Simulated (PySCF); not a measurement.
# How methods differ on the ionisation energy of Ho

Ho [Xe] 4f11 6s2 (high-spin determinant) → Ho⁺ [Xe] 4f11 6s1 (high-spin determinant), as a difference of total energies. Calculation: PySCF 2.14, in cc-pVDZ-X2C; scalar relativity by spin-free X2C-1e. Correlated levels: valence: [Kr] 4d10 frozen; valence and next inner shell: [Ar] 3d10 frozen. The calculations carry no spin-orbit coupling.

```
                                method  ionisation energy (eV)
                                   UHF                   4.934
                                   LDA                   6.335
                                   PBE                   6.122
                                  PBE0                   5.954
                                r2SCAN                   5.833
                                 TPSSh                   5.905
                                  MN15                   6.433
                               r2SCANh                   5.815
                         MP2 (valence)                   5.903
                     SCS-MP2 (valence)                   5.918
    MP2 (valence and next inner shell)                   5.922
SCS-MP2 (valence and next inner shell)                   5.927
```

**Question.** How much does correlation contribute at MP2 (valence and next inner shell)?

**Answer.** 5.922 − (4.934) = 0.988 eV, measured against UHF.

Errors of the correlated levels include the incompleteness of this basis and the frozen core.

The determinant of Ho and of Ho⁺ mixes LS terms, which raises its energy above the lowest term, most at the Hartree-Fock and MP2 levels.

For comparison: 6.021 eV (measured; NIST Atomic Spectra Database, ionization energies).
